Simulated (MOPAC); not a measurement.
Input file for MOPAC: PM7 on AlClFH (SMILES [F][AlH][Cl]), a point of a bond scan (R = 3.653 Å).

```
PM7 1SCF PRECISE CHARGE=0 THREADS=1
AlClFH

Al    -0.56121200 1     0.17720720 1    -0.47070291 1
H     -1.75578251 1    -0.36994628 1    -1.30318825 1
F     -0.21592676 1     1.78615354 1    -0.49600494 1
Cl     1.55273482 1    -1.98678634 1     1.57662416 1
```

The log:

```
*******************************************************************************
 **                                                                           **
 **                              MOPAC v23.2.5                                **
 **                                                                           **
 *******************************************************************************
 ** MOPAC's Digital Object Identifier: https://doi.org/10.5281/zenodo.6511958 **
 **                                                                           **
 ** Please cite the open-source release paper for use of this MOPAC version:  **
 ** J. E. Moussa and J. J. P. Stewart (2026)                                  **
 ** MOPAC: An open-source semiempirical molecular orbital program             **
 ** J. Open Source Softw., 11(119), 8025, https://doi.org/10.21105/joss.08025 **
 *******************************************************************************

                              PM7 CALCULATION RESULTS

 *******************************************************************************
 *  PM7        - The PM7 Hamiltonian to be used
 *
 *
 *
 *                 CHARGE ON SYSTEM = 0
 *
 *
 *
 *  PRECISE    - TIGHTER CRITERIA TO BE USED
 *  1SCF       - DO 1 SCF AND THEN STOP
 *  THREADS=1  - MULTI-THREADING NOT USED
 *  T=         - A TIME OF 172800.0 SECONDS REQUESTED
 *  DUMP=N     - RESTART FILE WRITTEN EVERY 7200.0 SECONDS REQUESTED
 *******************************************************************************
PM7 1SCF PRECISE CHARGE=0 THREADS=1
 AlClFH

   ATOM   CHEMICAL          X               Y               Z
  NUMBER   SYMBOL      (ANGSTROMS)     (ANGSTROMS)     (ANGSTROMS)

     1      Al         -0.56121200  *   0.17720720  *  -0.47070291  *
     2       H         -1.75578251  *  -0.36994628  *  -1.30318825  *
     3       F         -0.21592676  *   1.78615354  *  -0.49600494  *
     4      Cl          1.55273482  *  -1.98678634  *   1.57662416  *



          CARTESIAN COORDINATES

    NO.       ATOM           X           Y           Z

     1        Al         -0.5612      0.1772     -0.4707
     2         H         -1.7558     -0.3699     -1.3032
     3         F         -0.2159      1.7862     -0.4960
     4        Cl          1.5527     -1.9868      1.5766

 General Reference for PM7:
 "Optimization of Parameters for Semiempirical Methods VI: More Modifications to the
 NDDO Approximations and Re-optimization of Parameters", J. J. P. Stewart, J. Mol. Mod., 1:32, 19 (2013)
 https://link.springer.com/article/10.1007/s00894-012-1667-x

           Empirical Formula: H Al F Cl  =     4 atoms



      MOLECULAR POINT GROUP   :   Cs


      RHF CALCULATION, NO. OF DOUBLY OCCUPIED LEVELS = 9


 -------------------------------------------------------------------------------
 PM7 1SCF PRECISE CHARGE=0 THREADS=1
 AlClFH



     1SCF WAS SPECIFIED, SO BFGS WAS NOT USED
     SCF FIELD WAS ACHIEVED


                              PM7 CALCULATION
                                                       MOPAC v23.2.5 Linux




          FINAL HEAT OF FORMATION =          5.53310 KCAL/MOL =      23.15047 KJ/MOL


          COSMO AREA              =        118.87 SQUARE ANGSTROMS
          COSMO VOLUME            =        102.42 CUBIC ANGSTROMS

          IONIZATION POTENTIAL    =          9.416710 EV
          HOMO LUMO ENERGIES (EV) =         -9.417 -3.572
          NO. OF FILLED LEVELS    =          9
          MOLECULAR WEIGHT        =         82.4408         POINT GROUP:  Cs

          MOLECULAR DIMENSIONS (Angstroms)

            Atom       Atom       Distance
           Cl     4    H     2     4.67480
            F     3    H     2     2.63887
           Al     1    H     2     0.00000


          SCF CALCULATIONS        =          1





   ATOM   CHEMICAL          X               Y               Z
  NUMBER   SYMBOL      (ANGSTROMS)     (ANGSTROMS)     (ANGSTROMS)

     1      Al         -0.56121200  *   0.17720720  *  -0.47070291  *
     2       H         -1.75578251  *  -0.36994628  *  -1.30318825  *
     3       F         -0.21592676  *   1.78615354  *  -0.49600494  *
     4      Cl          1.55273482  *  -1.98678634  *   1.57662416  *

                             CARTESIAN COORDINATES

   1   Al       -0.561212000     0.177207200    -0.470702910
   2    H       -1.755782510    -0.369946280    -1.303188250
   3    F       -0.215926760     1.786153540    -0.496004940
   4   Cl        1.552734820    -1.986786340     1.576624160


           Empirical Formula: H Al F Cl  =     4 atoms



      MOLECULAR POINT GROUP   :   Cs


                  EIGENVALUES
 -43.07145 -23.37424 -18.63324 -18.22343 -18.07923 -15.63049  -9.53956  -9.53399
  -9.41671  -3.57210  -2.82602  -1.15688   1.12766   9.89660  10.11356  10.71786
  12.62356  13.80304  75.69642  75.84088  75.86874  76.34609  76.34639


              NET ATOMIC CHARGES AND DIPOLE CONTRIBUTIONS

  ATOM NO.   TYPE          CHARGE      No. of ELECS.   s-Pop       p-Pop       d-Pop
    1         Al           0.956185        2.0438     0.39307     0.97320     0.67754
    2          H          -0.079044        1.0790     1.07904
    3          F          -0.243661        7.2437     1.89816     5.34550
    4         Cl          -0.633480        7.6335     1.99916     5.63417     0.00015
 DIPOLE           X         Y         Z       TOTAL
 POINT-CHG.    -6.383     4.909    -5.884     9.973
 HYBRID         1.940    -0.099     1.533     2.474
 SUM           -4.443     4.810    -4.351     7.862


          ATOMIC ORBITAL ELECTRON POPULATIONS

     Atom    s        px        py        pz      x^2-y^2     xz        z^2       yz        xy
    1 Al   0.39307   0.40761   0.29247   0.27312   0.15299   0.16482   0.04239   0.13587   0.18147
    2  H   1.07904
    3  F   1.89816   1.80989   1.72718   1.80844
    4 Cl   1.99916   1.87043   1.88267   1.88108   0.00006   0.00003   0.00002   0.00001   0.00002

 **********************
 *                    *
 * JOB ENDED NORMALLY *
 *                    *
 **********************




 == MOPAC DONE ==
```

The run finished.

Cost: very roughly 0.04 core-seconds.
